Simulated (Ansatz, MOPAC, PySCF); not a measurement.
Molecule: SrCl₂, net charge 0, singlet state. SMILES: [Cl][Sr][Cl]
Geometry: optimised at B3LYP-D3(BJ)/def2-TZVP (Ansatz, a first-principles code).

Wanted: vertical ionisation energy to the doublet, in eV. Set-up: UHF or UKS for open shells; LANL2DZ with its own core potentials from Na on; no dispersion term unless named; six Cartesian d functions in 6-31G* and its kin unless marked 5d; spin-orbit terms left out; valence correlation only (noble-gas shells and the d and f shells of earlier blocks; the outer core of K, Ca and congeners matters and is frozen too); each state is the SCF solution reached for its charge and spin; def2 sets with scalar-relativistic core potentials past Kr; PM7 with its own dispersion and hydrogen-bond terms; STO-3G and 3-21G all-electron and non-relativistic. First-principles rows: single points at B3LYP-D3(BJ) geometries (Ansatz). Semi-empirical rows: differences of heats of formation at the shared geometry for vertical values.

| level | program | vertical ionisation energy to the doublet (eV) |
|---|---|---|
| AM1 | MOPAC | 10.52 |
| PM7 | MOPAC | 10.24 |
| MNDO | MOPAC | 11.14 |
| B3LYP/STO-3G | Ansatz | 6.95 |
| M06-2X/6-31G* with LANL2DZ past Ar (5d) | PySCF | 10.15 |
| MP2/6-31G* with LANL2DZ past Ar | Ansatz | 10.11 |
| B3LYP/def2-TZVPD | Ansatz | 9.82 |
| PBE0/def2-TZVPD | Ansatz | 9.89 |
| wB97X-V/def2-TZVPD | Ansatz | 10.48 |

No value to compare with is used here. The 6 habitual levels span 6.95 (B3LYP/STO-3G) to 11.14 eV (MNDO); PBE0/def2-TZVPD gives 9.89.

The levels are drawn from those run, B3LYP/6-31G* more often than the rest, none by its result; left out are runs that failed, that the program found above a lower state of the same kind, or whose <S^2> lies over 0.5 above the pure value.
